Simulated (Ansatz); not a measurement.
**Ligand exchange: InH2Cl + C3H9N → InH2(NH2) + C3H7Cl**

Gas-phase species: InH2Cl `[Cl][InH2]`, singlet; C3H9N (isopropylamine) `CC(C)N`, singlet; InH2(NH2), singlet; C3H7Cl (2-chloropropane) `CC(C)Cl`, singlet. The partners trade Cl for NH2: In–Cl and C–NH2 bonds give way to In–NH2 and C–Cl.

Shapes, held fixed at every level: PBE0-D4/def2-TZVP. Flexible molecules stand in one conformer, not always the lowest. Programs: Ansatz 0.2.0. The zero-point and thermal change to 298 K, harmonic and unscaled (PBE0-D4/def2-TZVP), is -5.4 kJ/mol.

(1) Estimate ΔH(298 K) of this reaction.

Results:

(1) The highest level, CCSD(T)/def2-TZVPP, gives ΔH(298 K) = +86.4 kJ/mol; the levels span +83.1 to +111.4. The column of differences is taken from that level and isn't an error. No measured value is set beside it here. For atoms past krypton def2 sets carry core potentials with scalar relativity. Outer-core shells of In are correlated, in sets that cover them unevenly.

| level | kind | ΔH(298 K) (kJ/mol) | less CCSD(T)/def2-TZVPP |
| --- | --- | --- | --- |
| HF/def2-TZVPP | Hartree–Fock | +111.4 | +25.0 |
| B3LYP-D4/def2-TZVPP | global hybrid | +88.9 | +2.5 |
| PBE0-D4/def2-TZVPP | global hybrid | +92.3 | +5.9 |
| wB97M-V/def2-TZVPP | range-separated hybrid | +89.7 | +3.3 |
| MP2/def2-TZVPP | perturbation theory | +83.1 | -3.3 |
| CCSD/def2-SVP | coupled cluster or CI | +107.3 | +20.9 |
| CCSD/def2-TZVPP | coupled cluster or CI | +90.7 | +4.3 |
| CCSD(T)/def2-TZVPP | coupled cluster or CI | +86.4 | 0.0 |
